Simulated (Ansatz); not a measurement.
Total energies of C6H15FO3Si (`CCO[Si](F)(OCC)OCC`).

Cartesian coordinates in Å:
```
C -2.999 1.852 -1.618
C -1.847 1.860 -0.646
O -1.052 0.704 -0.857
Si 0.301 0.331 -0.060
F 1.365 1.503 -0.276
O 0.921 -1.045 -0.632
C 1.339 -1.271 -1.970
C 1.896 -2.667 -2.083
O -0.005 0.190 1.518
C 0.955 -0.095 2.525
C 0.275 -0.097 3.869
H -3.626 2.734 -1.469
H -3.613 0.961 -1.477
H -2.633 1.858 -2.647
H -2.215 1.864 0.386
H -1.234 2.759 -0.785
H 0.485 -1.142 -2.643
H 2.098 -0.531 -2.248
H 2.220 -2.863 -3.108
H 1.139 -3.405 -1.812
H 2.754 -2.794 -1.419
H 1.751 0.659 2.498
H 1.413 -1.070 2.323
H -0.173 0.877 4.075
H 0.997 -0.320 4.658
H -0.513 -0.852 3.898
```

The species carries charge 0 and has multiplicity 1. The geometry is a stationary point of PBE0-D4/def2-TZVP. It is one conformer, not always the lowest. Basis def2-TZVPP, Ansatz.

RPA on PBE orbitals: Hartree–Fock energy of these orbitals -849.26010 Eh, correlation -3.37701 Eh (frozen core).

| functional | energy without D4 (Eh) | D4 term (kJ/mol) |
| --- | --- | --- |
| r2SCANh | -852.78795 | -17.4 |
| CAM-B3LYP | -852.92462 | -50.0 |

(1) Give the same for LDA (SPW92), PBE, revPBE, BLYP, r2SCAN, B97M-V, PBE0, B3LYP, r2SCAN0, HSE06 (plane-wave form), BHLYP, LC-ωPBE, ωB97X-V, ωB97M-V, B2PLYP, PBE-QIDH. (Best estimate.)

B3LYP takes the VWN-RPA correlation (the form of Gaussian; ORCA's B3LYP/G). HSE06 is the plane-wave form, built on full-range PBE exchange. The double hybrids freeze the cores in their second-order part.

## Answers

(1) The calculation gave: 
```tsv
functional	energy without D4 (Eh)	D4 term (kJ/mol)
LDA (SPW92)	-847.49469	–
PBE	-852.30860	-57.8
revPBE	-852.86865	-181.5
BLYP	-852.94458	-124.6
r2SCAN	-852.81549	-16.5
B97M-V	-852.96972	–
PBE0	-852.38464	-49.4
B3LYP	-853.17183	-90.8
r2SCAN0	-852.74910	-18.9
HSE06 (plane-wave form)	-852.34930	-46.0
BHLYP	-852.85069	-65.9
LC-ωPBE	-852.72007	–
ωB97X-V	-852.92214	–
ωB97M-V	-852.90150	–
B2PLYP	-852.59962	–
PBE-QIDH	-852.23743	–
```

LC-ωPBE has ω = 0.4 bohr⁻¹.
